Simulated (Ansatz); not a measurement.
`[GaH2][GeH3]` + `C=C[SiH2]S` → `C=C[SiH2][S][GeH3]` + `[GaH3]`  (cleavage of the Ge–Ga bond)

Computed with Ansatz on PBE0-D4/def2-TZVP structures; ΔE is electronic, products minus reactants. CCSD(T)/CBS adds triple-zeta CCSD(T) − MP2 to the extrapolated MP2 energy (def2 sets, frozen cores). DFT in def2-TZVPP. For Ga, Ge outer-core shells are correlated without core-valence functions, which leaves a few kJ/mol of doubt a bond. Scalar relativity is left out up to krypton. Each species was taken in one conformer, which may not be the lowest.

`[GaH2][GeH3]`:

Z-matrix (Å, degrees):
```
Ge
Ga 1 2.444
H 1 1.540 2 112.6
H 1 1.543 2 109.4 3 -118.6
H 1 1.540 2 113.0 3 122.3
H 2 1.572 1 120.3 3 33.0
H 2 1.572 1 120.7 3 -148.2
```

`C=C[SiH2]S`:

```xyz
10

C    -1.310   -1.079   -0.443
C    -0.213   -0.837    0.270
Si    1.011    0.466   -0.222
S     1.240    1.964    1.290
H    -1.530   -0.529   -1.354
H    -2.034   -1.836   -0.155
H    -0.041   -1.411    1.179
H     0.556    1.051   -1.511
H     2.384   -0.081   -0.366
H    -0.063    2.292    1.311
```

`C=C[SiH2][S][GeH3]`:

Z-matrix (Å, degrees):
```
Si
C 1 1.860
S 1 2.132 2 112.2
H 1 1.488 2 109.0 3 122.5
H 1 1.486 2 111.0 3 -117.9
C 2 1.329 1 124.1 3 10.8
H 2 1.090 1 117.6 3 -169.2
Ge 3 2.229 1 98.5 2 65.9
H 6 1.087 2 121.4 1 0.1
H 6 1.086 2 122.1 1 179.7
H 8 1.534 3 106.4 1 145.5
H 8 1.536 3 110.0 1 -95.3
H 8 1.536 3 109.0 1 25.6
```

`[GaH3]`:

```xyz
4

Ga    0.000   -0.001    0.000
H    -0.108   -0.440   -1.501
H    -1.256   -0.087    0.935
H     1.364    0.528    0.567
```

**Question.** Is it downhill or uphill in electronic energy at CCSD(T)/CBS, and by how much? (Best estimate.)

**Answer.** Computed: Downhill: ΔE = -2.8 kcal/mol.

**Question.** What do these levels give: LDA (SPW92), BHLYP-D4, ωB97M-V, PBE, revPBE, MP2/def2-TZVPP? (Estimate.)

**Answer.** The calculation gave: LDA (SPW92) -1.2, BHLYP-D4 -3.6, ωB97M-V -3.4, PBE 0.2, revPBE 1.0, MP2/def2-TZVPP -4.7 kcal/mol.

Largest T1 diagnostic among the species: 0.013.

The D4 term adds −3.0 kcal/mol with B3LYP and −1.7 kcal/mol with PBE0; it sums over pairs of atoms, weighted by their polarisabilities, and B3LYP, whose exchange is more repulsive, gets the larger term. From PBE to PBE0 (25 % exact exchange), in def2-TZVPP and without D4, ΔE moves by −1.0 kcal/mol. Leaving LDA and LC-ωPBE aside and taking each functional with its dispersion term where it has one, the values, not all of them listed here, spread over 3.7 kcal/mol, from B97M-V to PBE-D4. LDA lies −1.4 kcal/mol from PBE without D4.

B3LYP here is the variant with VWN-RPA as its local correlation; programs differ in this.
